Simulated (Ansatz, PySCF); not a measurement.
H2BO, SMILES `B[O+]` (lower singlet) (charge 1, multiplicity 1). This singlet lies 2.14 eV below the relaxed triplet at the level B3LYP-D3(BJ)/def2-TZVP (PySCF).

Method: r2SCAN0/cc-pVTZ // B3LYP-D3(BJ)/def2-TZVP (Ansatz, an electronic-structure program).

Ansatz 0.2 input:
```yaml
crystal:
  periodic: [false, false, false]
  atoms:
    - { symbol: B, position_ang: [0.339402, -0.010409, 0.005257] }
    - { symbol: O, position_ang: [1.522087, -0.046452, 0.023578] }
    - { symbol: H, position_ang: [-0.944134, -0.409479, -0.014648] }
    - { symbol: H, position_ang: [-0.917354, 0.46634, -0.014187] }
basis:
  gaussian: { orbitals: cc-pVTZ }
hamiltonian:
  xc: r2scan0
total_charge: 1
```

Output:

```
Functional definition: r2SCAN0
499 factors; their error is unknown
mean field evaluation 1: about -2725.0269 eV, gradient 1.0e2 eV
mean field evaluation 2: about -2543.5915 eV, gradient 2.2e2 eV
mean field evaluation 4: about -2742.9617 eV, gradient 7.0e0 eV
mean field evaluation 8: about -2743.0553 eV, gradient 5.4e-3 eV
mean field evaluation 16: about -2743.0477 eV, gradient 3.5e-5 eV
mean field -2743.04773881 eV, -100.8051450966 hartree, gradient 3.5e-5 eV, S^2 0.000000; 0 other end points of the search recorded, 0 dependent functions left out
reference -2743.04774574 eV, -100.8051453514 hartree; 7, 7 occupied and 81, 81 virtual orbitals, 499 factors
Total energy: -2743.04774574 eV, -100.8051453514 hartree
```
